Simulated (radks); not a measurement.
Results of a calculation; reference values are marked as such.
Task: The mean radii <r> (bohr) of the occupied orbitals of an atom or ion are listed with their occupations. Level of theory: non-relativistic Kohn-Sham, LDA (Slater exchange, Perdew-Wang correlation), spin-polarised, spherical densities, point nucleus (a radial shooting solver on a logarithmic mesh with Libxc functionals).

orbital  occ.      <r>
1s up       1  0.01964
1s down     1  0.01963
2s up       1  0.08041
2s down     1  0.08059
2p up       3  0.06763

Name the element and its charge. Open shells, if any, are filled with parallel spins first.

Result: Z = 77, iridium, charge +70: Ir70+ in [He] 2s2 2p3. The 1s radius gives Z: for a bare nucleus <r> = 1.5/Z, 0.01948 bohr for Z = 77, and screening makes it slightly larger (0.01964 here). The occupations add up to 7, and the charge is Z minus that.
